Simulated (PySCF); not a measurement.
**How methods differ on the excitation energy of Au**

Au [Xe] 4f14 5d10 6s1 (2S) → Au [Xe] 4f14 5d9 6s2 (2D), as a difference of total energies. Calculation: PySCF 2.14, in aug-cc-pVTZ-PP with ECP60MDF (6s6p5d3f2g, 88 functions); a scalar-relativistic core potential. Correlated levels: valence: 5s2 5p6 frozen. The calculations carry no spin-orbit coupling.

```csv
method,excitation energy (cm⁻¹),error (cm⁻¹)
UHF,13833,-238
MP2 (valence),15574,+1504
SCS-MP2 (valence),14554,+484
CCSD (valence),14242,+171
CCSD(T) (valence),14314,+244
```

Reference: 14071 cm⁻¹ (measured; NIST levels, between the centres of gravity of the two terms).

Errors of the correlated levels include the incompleteness of this basis and the frozen core.
